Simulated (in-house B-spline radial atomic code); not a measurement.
Orbital energies and mean radii along the 67-electron series, configuration [Xe] 4f13. The effective charge is n√(-2ε), a non-relativistic measure. Computed with a B-spline radial code for spherical atoms: Dirac-Hartree-Fock, average of the configuration, finite nuclei.

```csv
ion,Z,energy of 4f5/2 (Eh),mean radius of 4f5/2 (bohr),energy of 4p3/2 (Eh),mean radius of 4p3/2 (bohr),energy of 4d3/2 (Eh),mean radius of 4d3/2 (bohr),energy of 5s1/2 (Eh),mean radius of 5s1/2 (bohr),effective charge of 4f5/2
Tm2+,69,-1.0505,0.76024,-13.453,0.53807,-8.0072,0.56739,-2.893,1.2573,5.7979
Yb3+,70,?,?,?,?,?,?,?,?,?
Lu4+,71,-2.6635,0.6632,-15.973,0.51626,-10.189,0.5404,-4.3507,1.1612,9.2322
Hf5+,72,?,?,?,?,?,?,?,?,?
Ta6+,73,-4.6488,0.59761,-18.905,0.49539,-12.768,0.51468,-6.0665,1.0755,12.197
W7+,74,-5.7656,0.57122,-20.506,0.48537,-14.187,0.50243,-7.0109,1.037,13.583
```

(1) Fill in the row of Yb3+.

(2) Fill in the row of Hf5+.

(3) How does the screening of 4f5/2 change?

## Answers

(1) energy of 4f5/2 (Eh): -1.8056; mean radius of 4f5/2 (bohr): 0.70589; energy of 4p3/2 (Eh): -14.655; mean radius of 4p3/2 (bohr): 0.52706; energy of 4d3/2 (Eh): -9.0426; mean radius of 4d3/2 (bohr): 0.55379; energy of 5s1/2 (Eh): -3.5861; mean radius of 5s1/2 (bohr): 1.2084; effective charge of 4f5/2: 7.6013.

(2) energy of 4f5/2 (Eh): -3.6134; mean radius of 4f5/2 (bohr): 0.62784; energy of 4p3/2 (Eh): -17.393; mean radius of 4p3/2 (bohr): 0.50569; energy of 4d3/2 (Eh): -11.434; mean radius of 4d3/2 (bohr): 0.52735; energy of 5s1/2 (Eh): -5.1789; mean radius of 5s1/2 (bohr): 1.1169; effective charge of 4f5/2: 10.753.

(3) Z less the effective charge goes from 63.20 at Z = 69 to 60.42 at Z = 74.
